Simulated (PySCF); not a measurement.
## Stretching NaGe

Set-up: basis Na cc-pVDZ, Ge cc-pVDZ-PP with ECP10; scalar-relativistic core potentials; PySCF 2.14. Energies in eV from Na + Ge in their ground configurations at the same level. State: ⁴Σ⁻ (quartet), unpaired electrons σ ↑, π ↑↑.

```
R (Å)      UHF    PW91  B2PLYP  UHF-MP2
2.374  -0.4718  -1.036  -0.826   -0.908
2.484  -0.6643  -1.197  -0.992   -1.095
2.594  -0.7755  -1.288  -1.085   -1.202
2.677  -0.8190  -1.321  -1.118   -1.244
2.760  -0.8364  -1.333  -1.128   -1.259
2.843  -0.8334  -1.327  -1.119   -1.254
2.953  -0.8056  -1.298  -1.086   -1.221
3.091  -0.7441  -1.238  -1.021   -1.151
3.257  -0.6472  -1.147  -0.922   -1.038
3.478  -0.5040  -1.011  -0.776   -0.862
```

Q: Put a parabola through the three lowest points of the UHF curve and estimate Re, k and ωe (reduced mass 17.54 u; 1 eV/Å² = 0.16022 mdyn/Å; ωe = 1302.8·√(k/μ) cm⁻¹).

A: Through R = 2.677, 2.76, 2.843 Å the second-order coefficient is 1.48 eV/Å², so Re ≈ 2.789 Å, k ≈ 0.474 mdyn/Å and ωe ≈ 214 cm⁻¹. A polynomial fit of higher order to the unrounded UHF energies gives Re = 2.787 Å, k = 0.436 mdyn/Å, ωe = 206 cm⁻¹; anharmonicity and rounding make the difference.

The higher-order fit for each curve: UHF: Re = 2.787 Å, ωe = 206 cm⁻¹, De = 0.84 eV; PW91: Re = 2.769 Å, ωe = 196 cm⁻¹, De = 1.33 eV; B2PLYP: Re = 2.759 Å, ωe = 204 cm⁻¹, De = 1.13 eV; UHF-MP2: Re = 2.776 Å, ωe = 212 cm⁻¹, De = 1.26 eV.

Correlated steps freeze 5 core orbitals. Correlated levels converge slowly with the basis: in double zeta they bind strong bonds too weakly, by up to about 1 eV, and carry superposition errors of some tenths. Spin–orbit coupling is left out. B2PLYP dipoles, levels and charges come from its SCF part alone. The state is the lowest determinant that a PBE0 search found; another state may lie lower at other levels.
